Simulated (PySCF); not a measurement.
Geometry:
| atom | x (Å) | y (Å) | z (Å) |
| --- | --- | --- | --- |
| Si1 | -0.801 | 0.019 | -0.810 |
| P2 | -0.832 | -0.024 | 1.687 |
| H3 | 0.367 | -0.061 | 2.451 |
| H4 | -1.518 | -1.118 | 2.266 |
| H5 | -1.478 | 1.072 | 2.306 |
| Cl6 | -0.562 | 0.051 | -2.910 |
| P7 | 1.706 | -0.005 | -0.797 |
| H8 | 2.297 | -1.090 | -1.486 |
| H9 | 2.462 | -0.048 | 0.407 |
| H10 | 2.328 | 1.099 | -1.428 |
| Cl11 | -2.906 | 0.029 | -0.621 |
| Cl12 | -0.502 | 2.147 | -0.489 |
| Cl13 | -0.530 | -2.124 | -0.555 |

Method: structure optimised with PBE0-D3(BJ)/def2-SVP, NMR shieldings at PBE0/pcSseg-1/GIAO, in PySCF 2.14.0 with density-fitted response routines (averaged over atoms made equivalent by symmetry, fast rotation or ring inversion, non-relativistic Hamiltonian, a single conformation, no solvent).

δ = σ(ref) − σ, references computed at the same level: TMS for $^{1}$H, $^{29}$Si; $^{31}$P vs H3PO4; $^{35}$Cl against HCl.

```
             atoms    nucleus  count  δ (ppm)
               Si1  $^{29}$Si      1        ?
         Cl12/Cl13  $^{35}$Cl      2      435
          Cl6/Cl11  $^{35}$Cl      2      318
             P2/P7   $^{31}$P      2        ?
H3/H4/H5/H8/H9/H10    $^{1}$H      6     4.10
```

**Question.** Fill in the missing shifts.

**Answer.** 
- Si1: -153.6 ppm, silicon bonded to 4 Cl, 2 P
- P2/P7: -159.0 ppm, phosphorus bonded to Si, 3 H

Experimental scales use liquid or dissolved standards, which lie at an offset from isolated H3PO4.
